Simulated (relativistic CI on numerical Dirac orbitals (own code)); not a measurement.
Nb⁴⁺: M2,3 absorption edge

Computed with this model: Dirac-Coulomb-Breit CI, orbitals from a KLI potential per configuration, QED by a radiative potential, valence Slater integrals scaled by 0.9, multiplet model of core-to-valence dipole absorption; configurations [Kr] 4d → [Ne] 3s2 3p5 3d10 4s2 4p6 4d2; 300 K; Lorentzian 2 eV and Gaussian 0.4 eV FWHM. Energies are those of the free ion, without screening or charge transfer. The branching ratio is the share of the lower-energy edge in the whole absorption, uncertain by about 0.02 where the edges overlap. S is read from ⟨S²⟩ = S(S + 1).

Field parameters in Wybourne normalisation: D3d B²₀ = −7Dσ, B⁴₀ = −14Dq − 21Dτ, B⁴₃ = −14√(10/7) Dq; D4h B²₀ = −7Ds, B⁴₀ = 21(Dq − Dt), B⁴₄ = 21√(5/14) Dq; Td as Oh with Dq negative (B⁴₀ = 21Dq, B⁴₄ = √(5/14) B⁴₀). The field is a parameter set, without covalency.

Case Td, 10Dq = -6550 cm⁻¹, the dichroism is that of the ground state at zero temperature, magnetised by exchange field 10 meV on Sz. The dichroism I(Δm = −1) − I(Δm = +1), over the sum of the three polarisations, integrates to -0.0231 on the lower edge and 0.0399 on the upper edge. The branching ratio is 0.722.

(1) Use the orbital sum rule with 9 holes to get ⟨Lz⟩.

Results:

(1) For a p → d edge ⟨Lz⟩ = 2 × n_h × (sum of both integrals) in this sign convention = 0.30; the ground state itself has ⟨Lz⟩ = 0.44 and ⟨Sz⟩ = -0.49. The rule assumes one radial integral for both edges, which relativistic orbitals only approach.
